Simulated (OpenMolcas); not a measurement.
**Cu3+: ligand-field states by method**

Cu3+ with 4 ligands (chloride) in tetrahedral coordination (Td) at 2.17 Å. A charge of +0.25 e stands 3.2 Å behind each ligand. Ligand basis ANO-RCC-VDZP.
```
Cu    0.0000    0.0000    0.0000
Cl    1.2529    1.2529    1.2529
Cl    1.2529   -1.2529   -1.2529
Cl   -1.2529    1.2529   -1.2529
Cl   -1.2529   -1.2529    1.2529
```

```
Program             : OpenMolcas 26.06
Basis               : ANO-RCC-VDZP [5s4p2d1f]
Scalar Hamiltonian  : DKH2, point nucleus
Active space        : 8 electrons in 5 orbitals (3d)
State averaging     : 2S+1 = 3 even, 10 roots; 2S+1 = 1 even, 15 roots
Spin-orbit coupling : state interaction with AMFI integrals over the reference wave functions
```

I. CASSCF
II. SS-CASPT2, IPEA 0.25 Eh, sigma2 regulariser 0.3 Eh (closed shells correlated: 3s 3p and the ligand valence shells)

Spin-free states (labels of Td) in cm-1, each column counted from its own energy of the first state listed:

```json
{"State": "3T1", "Degeneracy": "3", "I": "0", "II": "0"}
{"State": "3T2", "Degeneracy": "3", "I": "4395", "II": "21020"}
{"State": "1E", "Degeneracy": "2", "I": "10538", "II": "-11120"}
{"State": "3A2", "Degeneracy": "1", "I": "11860", "II": "33410"}
```

II puts a state of multiplicity 1 lowest, 18000 cm-1 below that state.

From I to II, I's first state of the same spin (3T2) moves from 4395 to 21020 cm-1, by about +17000 cm-1.

From I to II, I's first state of another spin (1E) moves from 10538 to -11120 cm-1, by about -22000 cm-1.

χT at 300 K: I 1.68, II 0.03 cm3 K/mol.

Roots that are degenerate in the reference are averaged as groups; the widest CASPT2 spread within a group is 3300 cm-1 (the 3-fold group of multiplicity 3 near 48500 cm-1 above the lowest state of its run, II). Shifts and gaps below about the spread of the groups concerned are not significant. Over all roots computed the reference weight is 0.57 to 0.72 in II; the roots of lowest weight are the least certain, and an intruder state may touch them. The least metal-like active orbital is 73 % on the metal (Löwdin) and no ligand orbital is active, so the numbers are rough. Ligand-to-metal charge-transfer states are missing. With no ligand orbital active B as a rule stays too high, so bands that hang on it stand too high and its fall with covalency is understated. An orbital triplet at a regular site is open to Jahn-Teller coupling, which can distort the site and quench the lowest spin-orbit gaps and is left out (holds for I). Without dynamic correlation the repulsion within the d shell is too large (B by tens of per cent), so at a given field states of lower spin stand too high (holds for I). With metal d orbitals alone and no dynamic correlation the field as a rule comes out too small, by tens of per cent, by up to half for chloride and softer ligands, and with too little covalency χT stands high (holds for I). A single d shell leaves out the double-shell effect, which counts most for late 3d ions, where the CASPT2 field can be off either way by tens of per cent (holds for II). With one d shell and no ligand orbital active, 10Dq can be off by a tenth or more (holds for II). No measured value stands beside these numbers; the geometry is a model, was not optimised and need not be the one that this ion takes.
